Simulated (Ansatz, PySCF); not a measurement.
This singlet lies 2.00 eV below the relaxed triplet at the level B3LYP/cc-pVTZ // PBE0-D3(BJ)/def2-TZVP (Ansatz, an electronic-structure program).

Cartesian coordinates (Å):
```xyz
6

N      2.5331    -0.4790    -0.1787
C      1.5417     0.0664     0.0535
Si     0.0407     1.1321     0.5142
N     -1.1059    -0.0025    -0.0179
H     -0.9159    -0.9058    -0.4250
H     -2.0936     0.1888     0.0539
```
Charge 0, multiplicity 1.

Task: Estimate the HOMO–LUMO gap, HOMO, LUMO, total energy and dipole moment that PBE-D3(BJ)/def2-TZVP // PBE0-D3(BJ)/def2-TZVP (PySCF) returns for this input.

Result: 
```
Quantity             Result
-------------  ------------
HOMO–LUMO gap       3.15 eV
HOMO               -6.42 eV
LUMO               -3.27 eV
total energy   -438.0450 Ha
dipole moment        4.37 D
```
